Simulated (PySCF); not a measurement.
## Relaxation of triplet MoOF2

Computed with PySCF, UPBE0, basis Mo def2-TZVP with ECP28, O def2-TZVP, F def2-TZVP (scalar-relativistic core potentials, no spin–orbit coupling, density fitting). A (50,194) grid was used.

A hand-made trigonal pyramidal start, of Cs symmetry, held to at least that symmetry:

```xyz
4
charge 0 multiplicity 3, angstrom
Mo    0.0000   -0.3303    0.0000
O     1.6933    0.2186    0.0000
F    -0.7128    0.7590   -1.5446
F    -0.7128    0.7590    1.5446
```

At each step, columns x, y, z (Å) and Fx, Fy, Fz (eV/Å):

```
step 0  E − E(last) = 226.88 kJ/mol
Mo   0.000  -0.330   0.000   4.042   7.421   0.000
O    1.693   0.219   0.000  -4.862  -2.929   0.000
F   -0.713   0.759  -1.545   0.410  -2.246   1.994
F   -0.713   0.759   1.545   0.410  -2.246  -1.995
step 1  E − E(last) = 71.87 kJ/mol
Mo   0.055  -0.130   0.000  -0.368   2.912   0.000
O    1.674   0.139   0.000   0.518  -0.936   0.000
F   -0.731   0.699  -1.527  -0.075  -0.988   0.600
F   -0.731   0.699   1.527  -0.075  -0.988  -0.600
step 2  E − E(last) = 27.62 kJ/mol
Mo   0.073   0.071   0.000   2.776   1.207  -0.001
O    1.774   0.044   0.000  -2.618  -0.418   0.000
F   -0.790   0.646  -1.558  -0.079  -0.394   0.197
F   -0.790   0.646   1.558  -0.079  -0.394  -0.196
step 3  E − E(last) = 8.47 kJ/mol
Mo   0.119   0.167   0.000   0.779   0.621   0.000
O    1.774   0.001   0.000  -0.636  -0.188   0.000
F   -0.813   0.619  -1.551  -0.071  -0.217  -0.082
F   -0.813   0.619   1.551  -0.071  -0.217   0.082
step 4  E − E(last) = 3.39 kJ/mol
Mo   0.145   0.292   0.000   0.482   0.122   0.000
O    1.782  -0.050   0.000  -1.240   0.200   0.000
F   -0.830   0.583  -1.598   0.379  -0.161   0.600
F   -0.830   0.583   1.598   0.379  -0.161  -0.600
step 5  E − E(last) = 0.11 kJ/mol
Mo   0.141   0.308   0.000  -0.046   0.090   0.000
O    1.752  -0.049   0.000   0.162  -0.073   0.000
F   -0.813   0.574  -1.581  -0.058  -0.008  -0.089
F   -0.813   0.574   1.581  -0.058  -0.008   0.089
step 6  E − E(last) = 0.01 kJ/mol
Mo   0.144   0.325   0.000   0.081  -0.017   0.000
O    1.753  -0.056   0.000  -0.077   0.006   0.000
F   -0.814   0.568  -1.586  -0.002   0.005   0.005
F   -0.814   0.568   1.586  -0.002   0.005  -0.005
step 7  E − E(last) = 0.00 kJ/mol
Mo   0.145   0.325   0.000  -0.019   0.006   0.000
O    1.753  -0.056   0.000   0.007  -0.013   0.000
F   -0.815   0.569  -1.586   0.006   0.003   0.009
F   -0.815   0.569   1.586   0.006   0.003  -0.009
step 8  E − E(last) = 0.00 kJ/mol
Mo   0.145   0.325   0.000   0.001   0.000   0.000
O    1.753  -0.056   0.000  -0.002  -0.010   0.000
F   -0.815   0.568  -1.585   0.000   0.005  -0.001
F   -0.815   0.568   1.585   0.000   0.005   0.001
```

It ends at C2v with Mo–F 1.870 Å (×2), Mo–O 1.652 Å; F–Mo–F 116.2°, F–Mo–O 121.9° (×2) (after a last refinement on a finer grid). A frequency run shows a minimum. Other isomers or separated fragments may lie lower.

With open d or f shells other occupations or spin states may lie lower.

The relaxation took 28 s on 4 threads of a shared Arm Neoverse V1 host, with 133 basis functions and 9 gradients; the process peaked at 0.76 GiB.
